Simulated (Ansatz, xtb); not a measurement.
**Two isomers of C4H2ClFO**

Structure a: `Fc1occc1Cl`, a singlet. Structure b: `Fc1ccc(Cl)o1`, a singlet. Both are isolated molecules in the gas phase, relaxed with PBE-D3(BJ)/def2-SVP.

a (Å):

```xyz
9

C    -0.4192   -0.5152    0.8806
C     1.5125    0.4821    0.6577
C     0.8295    1.1990    1.6070
C    -0.4455    0.5451    1.7576
Cl   -1.7365    0.9833    2.8059
F    -1.2997   -1.4481    0.5928
O     0.7478   -0.5712    0.2099
H     2.5024    0.5744    0.2026
H     1.1714    2.0875    2.1471
```

b (Å):

| atom | x (Å) | y (Å) | z (Å) |
| --- | --- | --- | --- |
| C | 0.3968 | -0.0302 | 0.0263 |
| C | 0.7443 | 1.1789 | 0.5667 |
| C | 0.4340 | 1.0606 | 1.9709 |
| C | -0.0699 | -0.2055 | 2.1436 |
| Cl | -0.6422 | -1.0448 | 3.5142 |
| F | 0.4515 | -0.5082 | -1.1997 |
| O | -0.0976 | -0.8876 | 0.9513 |
| H | 1.1646 | 2.0381 | 0.0359 |
| H | 0.5672 | 1.8157 | 2.7514 |

Energies in hartree; the thermal terms are from GFN2-xTB frequencies at re-optimised GFN2-xTB minima (ideal gas, soft modes damped towards free rotors, one conformer each, 298.15 K, 1 atm) and include the zero-point energy:

|  | a | b |
| --- | --- | --- |
| E, CCSD(T)/def2-SVP | −787.058167 | −787.060124 |
| E, MP2/def2-SVP | −786.991322 | −786.993792 |
| E, MP2/def2-TZVPP | −787.811824 | −787.814452 |
| zero-point energy | 0.051100 | 0.051061 |
| H(298 K) − E | 0.057772 | 0.057728 |
| G(298 K) − E | 0.020850 | 0.020850 |

Correct the CCSD(T) difference for the basis set by the MP2 change, then work out ΔE, ΔE₀, ΔH and ΔG for a → b in kJ/mol (1 Eh = 2625.50 kJ/mol) and the equilibrium ratio [b]/[a].

1. Differences b − a: CCSD(T) −0.001957, MP2 in the small set −0.002470, MP2 in the large set −0.002628 Eh.
2. ΔE = −0.001957 + (−0.002628 − (−0.002470)) = −0.002115 Eh = −5.55 kJ/mol.
3. ΔE₀ = ΔE + ΔZPE = −0.002115 + (−0.000039) Eh = −5.66 kJ/mol.
4. ΔH = ΔE + (−0.000044) Eh = −5.67 kJ/mol.
5. ΔG = ΔE + (0.000000) Eh = −5.55 kJ/mol, so ΔS = (ΔH − ΔG)/T = −0.4 J/(mol K).
6. kT = 0.9442 mEh, so K = [b]/[a] = exp(−ΔG/kT) = exp(+2.24) ≈ 9.4.

Structure b is favoured at this temperature. An error of 4 kJ/mol in ΔG would change K by a factor of 5. Mirror images and further conformers aren't counted.

As drawn, both hold the same kinds of bond in the same numbers.

Other levels gave ΔE = −3.8 (GFN2-xTB); −2.1 (HF/STO-3G, GFN2-xTB geometries); −7.4 (r2SCAN-D4/def2-SVP, GFN2-xTB geometries); −7.0 (PBE-D3(BJ)/def2-SVP); −3.5 (HF/def2-SVP); −6.5 (MP2/def2-SVP); −5.1 (CCSD(T)/def2-SVP) kJ/mol. The correlated steps freeze 11 core orbitals. Programs: Ansatz 0.2.0, xtb 6.7.1.
